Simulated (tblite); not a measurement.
C5H8ClN3.
Z-matrix (Å and degrees, GFN2-xTB geometry), rows numbered from 1:
```
C 
C   1  1.5259
N   2  1.4348  1  110.85
N   3  1.3112  2  122.66  1    88.88
C   4  1.3265  3  105.76  2  -177.51
C   5  1.4810  4  124.34  3  -179.42
C   5  1.4079  4  106.40  3     0.20
Cl  7  1.6970  5  128.18  4  -179.84
N   3  1.3114  2  122.42  1   -88.13
H   1  1.0862  2  109.82  3   179.82
H   1  1.0871  2  110.11  3    59.90
H   1  1.0872  2  110.20  3   -60.24
H   2  1.0917  1  110.47  3  -118.98
H   2  1.0917  1  110.49  3   118.89
H   6  1.0887  5  110.16  4  -121.51
H   6  1.0889  5  110.10  4   119.40
H   6  1.0857  5  109.41  4    -0.99
```

All values are computed: GFN2-xTB (tblite) harmonic vibrations without scaling, gas phase. This tight-binding method is rough: wavenumbers can miss measured ones by several per cent, in bad cases by 10 to 20. One conformer, not necessarily the lowest.

Harmonic wavenumbers (cm⁻¹): 25.3, 43.5, 97.9, 169.9, 192.3, 223.3, 263.6, 269.8, 398.0, 432.0, 473.0, 632.4, 656.9, 658.3, 780.7, 821.5, 988.0, 1015.7, 1037.8, 1057.3, 1090.8, 1093.9, 1133.7, 1225.6, 1307.4, 1330.0, 1377.8, 1382.6, 1392.8, 1400.6, 1424.3, 1436.1, 1460.2, 1465.9, 1483.3, 1492.1, 1543.5, 2987.4, 2991.4, 3012.6, 3024.1, 3050.4, 3051.7, 3055.9, 3064.7.

A = 2534, B = 906.2, C = 713.0 MHz; mass 145.041 u (most abundant isotopes); point group C1, symmetry number 1.

Question: Zero-point energy?

Answer: Half the sum of the wavenumbers: 28758 cm⁻¹ = 82.22 kcal/mol.

Question: Entropy at 273.15 K, 1 bar (ideal gas, RRHO, classical rotation)?

Answer: Translation 40.42, rotation 29.40, vibration 27.17: S = 97.0 cal/(mol K).

Question: And Cp and H(273.15 K) − H(0)?

Answer: Cp = 32.75 cal/(mol K), of which vibrations give 24.81 (their classical limit is 45 R = 89.4); H(273.15 K) − H(0) = 5.80 kcal/mol without the zero-point energy, 3.63 from vibrations.

Question: What must be added to the electronic energy to get the Gibbs energy at 273.15 K and 1 bar?

Answer: ZPE + [H(273.15 K) − H(0)] − T·S = 82.22 + 5.80 − 26.49 = 61.53 kcal/mol.

Question: Which modes carry the vibrational entropy at 273.15 K?

Answer: 25.3 cm⁻¹: 5.99; 43.5 cm⁻¹: 4.92; 97.9 cm⁻¹: 3.33; 169.9 cm⁻¹: 2.27; 192.3 cm⁻¹: 2.04; 223.3 cm⁻¹: 1.78 cal/(mol K); the other 39 give 6.84 together.

Question: How do the functions run with temperature in this model?

Answer: 
| T (K) | S (cal/(mol K)) | Cp (cal/(mol K)) | H − H(0) (kcal/mol) | G − H(0) (kcal/mol) | ln q(vib) |
| --- | --- | --- | --- | --- | --- |
| 100 | 72.3 | 18.6 | 1.34 | -5.88 | 2.48 |
| 200 | 87.8 | 26.8 | 3.63 | -13.92 | 5.15 |
| 300 | 100.2 | 35.0 | 6.71 | -23.33 | 7.63 |
| 500 | 121.9 | 51.0 | 15.37 | -45.59 | 12.33 |
| 800 | 149.8 | 67.2 | 33.33 | -86.48 | 18.97 |
| 1000 | 165.5 | 74.1 | 47.50 | -118.05 | 23.08 |

q(vib) and H(0) count from the zero-point level.

Hindered rotation and anharmonicity are outside this model. Other conformers, if any are populated, would add a mixing term that is left out. The structure is chiral; the term R ln 2 for an equal mix with its mirror image is left out.
